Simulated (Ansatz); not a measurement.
Job for Ansatz (an electronic-structure program): R-PBE/def2-TZVPP on SiH4 (SMILES [SiH4]).

Ansatz 0.2 input:
```yaml
crystal:
  periodic: [false, false, false]
  atoms:
    - {symbol: Si, position_ang: [-0.00000000, -0.00000000, 0.00000000]}
    - {symbol: H, position_ang: [0.86054855, 0.86054855, 0.86054855]}
    - {symbol: H, position_ang: [-0.86054855, -0.86054855, 0.86054855]}
    - {symbol: H, position_ang: [-0.86054855, 0.86054855, -0.86054855]}
    - {symbol: H, position_ang: [0.86054855, -0.86054855, -0.86054855]}
basis:
  gaussian:
    orbitals: def2-TZVPP
hamiltonian:
  xc: {name: PBE}
scf: {lower_state_search: off}
```

### Question
Predict the final total energy.

### Answer
-291.7218 hartree.
